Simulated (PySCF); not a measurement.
C₃H₁₂NSi₂ (doublet state).
Geometry (GFN2-xTB, Å), atoms numbered from 1 in this order:
```xyz
18
C3H12NSi2 angstrom
C      2.209   -0.136    0.592
C      0.941   -0.976    0.565
Si    -0.363   -0.258   -0.650
C     -2.025   -1.140   -0.375
N     -0.137    0.140   -2.227
Si    -0.841    1.894    0.364
H      2.967   -0.581    1.237
H      2.628   -0.047   -0.409
H      1.998    0.869    0.959
H      0.548   -1.065    1.580
H      1.193   -1.986    0.236
H     -2.771   -0.715   -1.035
H     -1.936   -2.194   -0.615
H     -2.380   -1.054    0.647
H      0.766    0.348   -2.625
H     -0.822    1.717    1.818
H     -2.165    2.329   -0.061
H      0.181    2.863   -0.012
```

The hyperfine couplings belong to this conformer and change with its torsions.

Identity: `CC[Si@](C)([NH])[SiH3]` [radical].

Method used: UKS B3LYP, pcH-1 on C H N Si, non-relativistic, mean-field spin-orbit, GIAO (PySCF 2.14.0). The structure is a single GFN2-xTB conformer in the gas phase; no vibrational or solvent corrections. Couplings are sensitive to structure, and on GFN2-xTB geometries they can be far from those on DFT ones. No stability test was run, so a lower SCF solution isn't excluded.

Question: Give the principal g shifts and their parts.

Answer: 
| Δg (ppt) | 1 | 2 | 3 |
| --- | --- | --- | --- |
| relativistic mass correction | -0.19 | -0.19 | -0.19 |
| gauge correction | 0.00 | 0.04 | 0.02 |
| orbital Zeeman/spin–orbit | 0.02 | 1.89 | 7.06 |
| total | -0.17 | 1.73 | 6.89 |

So g = 2.00215, 2.00405, 2.00921 and g_iso = 2.00513; the tensor is rhombic: the two nearest values differ by 27 % of g3 − g1. Axes: g1 points within 10° of the Si3–Si6 bond and g3 points within 8° of the N5–H15 bond.

Question: At 9.769 GHz, how far is the centre of the isotropic spectrum from where a free electron (g = 2.002319) resonates?

Answer: B = hν/(g μB) with μB/h = 13.99624 MHz/mT gives 348.58 mT for the free electron and 348.09 mT at g_iso, 0.49 mT lower.

Question: What effective moment and Curie constant follow for a powder?

Answer: With the mean of g² = 4.0206 and S(S+1) = 0.75: μ_eff = √(⟨g²⟩S(S+1)) = 1.736 μB and χT = 0.12505·⟨g²⟩·S(S+1) = 0.377 cm³ K/mol (cgs; spin-Hamiltonian part alone).

Question: In a frozen sample, at which fields do the three g values resonate at 9.5, 34, 94 and 263 GHz (hyperfine left aside), and which band first spreads them over more than twice a line width of 0.5 mT?

Answer: 
```tsv
band	GHz	B(g3) mT	B(g2) mT	B(g1) mT	spread mT
X	9.5	337.82	338.69	339.01	1.19
Q	34.0	1209.05	1212.16	1213.31	4.26
W	94.0	3342.65	3351.26	3354.45	11.79
J	263.0	9352.32	9376.39	9385.31	32.99
```

The spread grows in proportion to the frequency. X band is the first where it exceeds 1.0 mT.

Largest spin populations (Mulliken): N5 (+0.78) and Si6 (+0.23).

The HOMO–LUMO gaps are 6.99 eV among the α and 3.44 eV among the β orbitals.

On Arm Neoverse V2, one thread (shared host), this took 84 s (grids of density and orbitals included) and 0.97 GiB of memory at its peak.
